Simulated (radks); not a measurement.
Results of a calculation; reference values are marked as such.
The mean radii <r> (bohr) of the occupied orbitals of an atom or ion are listed with their occupations. Code: a radial shooting solver on a logarithmic mesh with Libxc functionals. Model: scalar-relativistic Kohn-Sham, BLYP, spin-polarised, spherical densities, finite nucleus; Fermi nuclear charge, rms radius of each element as measured or else 0.836 A^(1/3) + 0.57 fm.

orbital  occ.      <r>
1s          2  0.02409
2s          2   0.1031
2p          6  0.09056
3s          2   0.2725
3p          6   0.2705
3d         10   0.2476
4s          2   0.6175
4p          6   0.6517
4d         10   0.7091
5s          2    1.387
5p          6    1.548

Name the element and its charge. Open shells, if any, are filled with parallel spins first.

Answer. Z = 59, praseodymium, charge +5: Pr5+ in [Xe]. The 1s radius gives Z: for a bare nucleus <r> = (2 gamma + 1)/(2Z) with gamma = sqrt(1 - (Z/c)^2), 0.02377 bohr for Z = 59, and screening makes it slightly larger (0.02409 here). The occupations add up to 54, and the charge is Z minus that.
